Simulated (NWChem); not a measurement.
## Atomisation of Al₂

```
Al
Al 1 2.5056
```
Charge 0, spin multiplicity 3.

Everything below was run with NWChem. Structure: optimised with UB3LYP/def2-SVP, a minimum by its harmonic frequencies.

Basis set: def2-TZVP. The atomisation energy is electronic alone: no zero-point, thermal, spin-orbit or counterpoise terms. No value is extrapolated to the basis-set limit. Free atoms are single determinants with multiplicities Al 2. Correlated methods freeze the same cores in atoms and molecule, 10 orbitals in all.

B3LYP has NWChem's definition, with VWN1-RPA local correlation. This spin state was chosen for the runs; another may lie lower. The structure started from a generated list of species. The unpaired electrons of the parent sit in orbitals of symmetry b2u and b3u (D2h labels of the run); other states weren't searched. The stability of the SCF solutions was not checked. Open-shell Hartree-Fock references start from PBE0 orbitals.

Order these methods by the atomisation energy they give, lowest first: PBE, CAM-B3LYP, B3LYP, MP2, HF, M06-2X.

HF (10.2 kcal/mol), CAM-B3LYP (24.3 kcal/mol), B3LYP (28.6 kcal/mol), MP2 (29.5 kcal/mol), M06-2X (33.9 kcal/mol), PBE (38.8 kcal/mol)
